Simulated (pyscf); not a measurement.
`[OH][AlH]`, doublet

Gas-phase minimum from PySCF at ωB97X-D3(BJ)/def2-SVP, one conformer. Other isomers of [HO–AlH]• were not searched in full and may lie lower. 

```xyz
4

O      0.3221     0.6735     0.5906
Al     0.5741     0.4147    -1.0828
H      0.9036     1.1531     1.1854
H     -0.5796    -0.4296    -1.8116
```
Charge 0, spin multiplicity 2.

Bond lengths (Å): O1–Al2 1.712, O1–H3 0.960, Al2–H4 1.605. Angles (°): Al2–O1–H3 126.3, O1–Al2–H4 114.7.

Properties at ωB97X-D3(BJ)/def2-SVP:

| Property | Value |
|---|---|
| Harmonic wavenumbers, unscaled | 434, 506, 635, 851, 1846, 3976 cm⁻¹ |
| Zero-point energy | 11.8 kcal/mol |
| Rotational symmetry number | 1 |
| Entropy of this conformer at 298 K and 1 atm, rigid rotor and harmonic oscillator, modes under 100 cm⁻¹ raised to 100 | 252.4 J/(mol K) |
| Dipole moment | 1.70 D |
| Spin expectation value S2 | 0.753 |

Single-point totals, which compare only within one level (frozen core for MP2 and CC):

| level | total energy (hartree) |
|---|---|
| ωB97X-D3(BJ)/def2-TZVP | -318.92751 |
| PBE/def2-TZVP | -318.67906 |
| r²SCAN/def2-TZVP | -318.83419 |
| B3LYP-D3(BJ)/def2-TZVP | -318.92717 |
| PBE0-D3(BJ)/def2-TZVP | -318.70165 |
| M06-2X/def2-TZVP | -318.84759 |
| ωB97M-D3(BJ)/def2-TZVP | -318.94968 |
| UHF/def2-TZVPP | -318.00384 |
| MP2/def2-TZVPP | -318.30991 |
| CCSD/def2-TZVPP | -318.32210 |
| CCSD(T)/def2-TZVPP | -318.33275 |

The CCSD(T) − MP2 part came from Ansatz, without density fitting, on the same reference.
